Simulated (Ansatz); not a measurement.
Molecule: sum formula AlOCl₂H, net charge 0, singlet state. SMILES: [Al]([OH])([Cl])[Cl]
Coordinates optimised at B3LYP-D3(BJ)/def2-TZVP (Ansatz, a first-principles code):
```xyz
5

O     -1.9343    -0.6046    -0.1661
Al    -0.3350    -0.1053    -0.0291
Cl     1.2387    -1.2612    -0.7676
Cl     0.0571     1.7102     0.9021
H     -2.1996    -1.4271    -0.5810
```

Computed values are from Ansatz. Correlated levels leave the core frozen unless marked. Open shells are spin-unrestricted. No spin-orbit coupling. Non-relativistic. CBS marks a two-point X^-3 extrapolation of the correlation energy; Hartree-Fock from the larger set (for Q and 5 zeta extrapolated as (X+1)exp(-9√X)).

- atomisation energy De = 1816.1 kJ/mol at CCSD(T)/CBS(cc-pV(Q+d)Z,cc-pV(5+d)Z)
- total energy = -1237.5455 Eh at CCSD(T)/CBS(cc-pV(Q+d)Z,cc-pV(5+d)Z)
- dipole moment = 1.59 D at CCSD(T)/aug-cc-pV(D+d)Z
- T1 diagnostic = 0.009 at CCSD/cc-pV(5+d)Z
